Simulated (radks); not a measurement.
Values are calculated unless marked as measured or tabulated.
Species: the krypton ion Kr1.6+. Configuration: [Ar] 3d10 4s2 4p(up 3, down 1.4) (fractional occupations, a model configuration).

Level of theory: scalar-relativistic Kohn-Sham, PBE, spin-polarised, spherical densities, point nucleus (a radial shooting solver on a logarithmic mesh with Libxc functionals).

Energy parts (hartree):
| part | energy |
|---|---|
| total | -2789.25807 |
| kinetic | 2853.14408 |
| electron-nucleus | -6703.46378 |
| Hartree | 1156.95147 |
| exchange-correlation | -95.88983 |

Orbitals (lengths in bohr, moments of r in powers of bohr):
orbital  occ.  eigenvalue (hartree)     <r^2>
1s up       1             -521.0632  0.002318
1s down     1             -521.0584  0.002318
2s up       1             -69.25293   0.03971
2s down     1             -69.25027   0.03971
2p up       3             -61.31670   0.03137
2p down     3             -61.31214   0.03137
3s up       1             -10.43153    0.3232
3s down     1             -10.42549    0.3230
3p up       3              -7.90414    0.3418
3p down     3              -7.89735    0.3415
3d up       5              -3.72228    0.3803
3d down     5              -3.71397    0.3783
4s up       1              -1.53639     2.609
4s down     1              -1.47908     2.617
4p up       3              -0.99089     3.578
4p down   1.4              -0.93448     3.654

The highest occupied level is 4p down at -25.429 eV. The density falls to 0.001 e/bohr^3 at r = 3.57 bohr. Spin moment in Bohr magnetons: 1.6.
